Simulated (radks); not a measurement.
Values are calculated unless marked as measured or tabulated.
Al2+, 11 electrons, occupied as [Ne] 3s1.

Code: a radial shooting solver on a logarithmic mesh with Libxc functionals. Model: scalar-relativistic Kohn-Sham, PBE, spin-polarised, spherical densities, point nucleus; open shells are filled with parallel spins first.

Energy parts (hartree):
| part | energy |
|---|---|
| total | -241.78235 |
| kinetic | 242.26269 |
| electron-nucleus | -570.19195 |
| Hartree | 104.14254 |
| exchange-correlation | -17.99562 |

Orbitals (lengths in bohr, moments of r in powers of bohr):
orbital  occ.  eigenvalue (hartree)      <r^4>   <1/r>
1s up       1             -56.30988  0.0009826   12.63
1s down     1             -56.30531  0.0009826   12.63
2s up       1              -4.73388     0.4120   2.342
2s down     1              -4.72494     0.4079   2.344
2p up       3              -3.31886     0.4819   2.214
2p down     3              -3.30967     0.4717   2.217
3s up       1              -0.89976      47.55  0.6176

The highest occupied level is 3s up at -24.484 eV. Summed over all electrons, <r^2> = 9.217 bohr^2, which gives a Langevin (diamagnetic) susceptibility term of -7.3 x 10^-6 cm^3/mol.
